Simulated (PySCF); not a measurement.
CH8GeSi, SMILES C[SiH2][GeH3]. Heavy atoms are numbered as in [SiH2:1]([CH3:2])[GeH3:3]. Hydrogens are named by the atom that carries them.

Coordinates come from a B3LYP-D3(BJ)/def2-SVP optimisation. The structure was generated by enumeration, and PubChem lists no compound with its InChIKey, so it may never have been made.

The numbers are results of PBE0/pcSseg-1 in PySCF, not measurements.

GIAO shieldings, no solvent; atoms alike by connectivity are averaged. δ = σ(ref) − σ: ²⁹Si against TMS (σ = 352.7 ppm); ¹³C against TMS (σ = 186.3 ppm); ⁷³Ge against GeH4 (σ = 1658.3 ppm); ¹H against TMS (σ = 31.56 ppm), references at their B3LYP-D3(BJ)/def2-TZVP geometries, non-relativistic.

Task: Estimate the chemical shifts. (Estimate from the structure and the level; the computed values follow.)

Result: 
```json
[
 {"nucleus": "²⁹Si", "atoms": "Si1 (SiH2)", "count": "1", "δ (ppm)": "-63.6"},
 {"nucleus": "¹³C", "atoms": "C2 (CH3)", "count": "1", "δ (ppm)": "-6.0"},
 {"nucleus": "⁷³Ge", "atoms": "Ge3 (GeH3)", "count": "1", "δ (ppm)": "-13.3"},
 {"nucleus": "¹H", "atoms": "H on Si1", "count": "2", "δ (ppm)": "4.35"},
 {"nucleus": "¹H", "atoms": "H on Ge3", "count": "3", "δ (ppm)": "3.82"},
 {"nucleus": "¹H", "atoms": "H on C2", "count": "3", "δ (ppm)": "0.67"}
]
```
